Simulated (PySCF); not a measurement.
Species: C5H9NOSi.
SMILES with atom numbers: `[CH3:1][C@:2]1([C:3]#[N:4])[CH2:5][CH2:6][SiH2:7][O:8]1`

Cartesian coordinates in Å at the GFN2-xTB level; atoms count from 1:
```xyz
17
C5H9NOSi angstrom
C     -2.0733   -0.0064    0.4609
C     -0.6170   -0.3568    0.1521
C     -0.3477   -1.7089    0.6203
N     -0.1228   -2.7675    0.9877
C      0.3828    0.6071    0.8264
C      1.6923    0.5307    0.0443
Si     1.0690    0.1913   -1.7274
O     -0.4143   -0.3099   -1.2481
H     -2.2479   -0.0290    1.5342
H     -2.2897    0.9877    0.0769
H     -2.7352   -0.7198   -0.0246
H      0.5043    0.3555    1.8815
H     -0.0317    1.6149    0.7543
H      2.2960   -0.3022    0.4064
H      2.2786    1.4361    0.1776
H      1.7707   -0.8976   -2.3921
H      0.8789    1.3871   -2.5402
```

Probes without a nucleus sit at each ring's centroid and 1 Å off its mean plane on both sides; NICS is minus the shielding there, NICSzz its component along the normal. Level: GIAO PBE0/pcSseg-1 (PySCF, non-relativistic, gas phase) on the GFN2-xTB geometry, one conformer.

Ring bond lengths (Å), with Mayer bond orders in brackets: C2–C5 1.544 (1.00), C5–C6 1.527 (1.01), C6–Si7 1.909 (0.91), Si7–O8 1.637 (0.94), O8–C2 1.416 (0.87).

Question: Give the NICS values of each ring in ppm.

Answer: 
```tsv
ring	type	NICS(0)	NICS(1), two faces	NICS(1)zz, two faces	rms pucker (Å)	centre to ring atoms, mean (Å)
C2–C5–C6–Si7–O8	5-membered ring with O and Si; formal bonds all single	-6.5	-3.1 / -3.8	-4.1 / -4.8	0.15	1.35
```

Question: What do they say, and how far can they be read as aromaticity?

Answer: 
- C2–C5–C6–Si7–O8: mean NICS(1)zz -4.5 ppm, shielded. C2, C5, C6, Si7 have four or more neighbours, so the value isn't read as a sign of a π ring current.
